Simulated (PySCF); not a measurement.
# Basis and Hamiltonian dependence of the ionisation energy of As

As [Ar] 3d10 4s2 4p3 (4S) → As⁺ [Ar] 3d10 4s2 4p2 (3P). All values are computed (PySCF 2.14, energy differences of UHF-based or UKS calculations, no spin-orbit coupling). Values in eV.

```csv
basis,Hamiltonian,functions,UHF,r2SCAN,PBE0,MP2 (valence),CCSD(T) (valence),CCSD(T) (valence and next inner shell)
cc-pVDZ-PP with ECP10MDF,ECP,23,9.431,10.071,9.908,9.768,9.722,n/a
aug-cc-pVDZ-PP with ECP10MDF,ECP,32,9.431,10.078,9.922,9.810,9.779,n/a
def2-SVP,non-relativistic,32,9.463,n/a,n/a,9.796,9.744,n/a
6-31G*,non-relativistic,32,9.460,n/a,9.997,9.770,9.718,n/a
aug-cc-pVDZ-DK,spin-free X2C,36,9.435,10.114,9.961,9.810,9.779,n/a
jorge-DZP-DKH,spin-free X2C,43,9.438,n/a,9.876,9.422,9.341,n/a
x2c-TZVPPall,spin-free X2C,48,9.436,10.113,9.961,9.909,9.910,9.953
def2-TZVP,non-relativistic,48,9.450,n/a,n/a,9.925,9.920,n/a
aug-cc-pVTZ-PP with ECP10MDF,ECP,55,9.415,10.064,9.914,9.905,9.905,n/a
"aug-cc-pVTZ-PP with one added diffuse shell each of s, d, f type with ECP10MDF",ECP,68,9.415,10.064,9.914,9.905,9.905,n/a
dyall-av2z,non-relativistic,92,9.471,10.144,9.988,9.855,9.818,n/a
aug-cc-pVQZ-DK,spin-free X2C,93,9.409,10.080,9.936,9.927,9.925,n/a
x2c-QZVPPall,spin-free X2C,97,9.407,10.082,9.937,9.918,9.918,n/a
"aug-cc-pVQZ-PP with one added diffuse shell each of s, p, d, f, g type with ECP10MDF",ECP,114,9.409,10.065,9.912,9.931,n/a,n/a
```

Frozen in the all-electron rows: valence: [Ar] 3d10; valence and next inner shell: [Ne]; with a core potential, the same shells as far as they lie outside it.

Non-relativistic rows lack the scalar-relativistic shift.

Reference for a calculation without spin-orbit coupling: 10.008 eV (measured, between term centres; NIST).
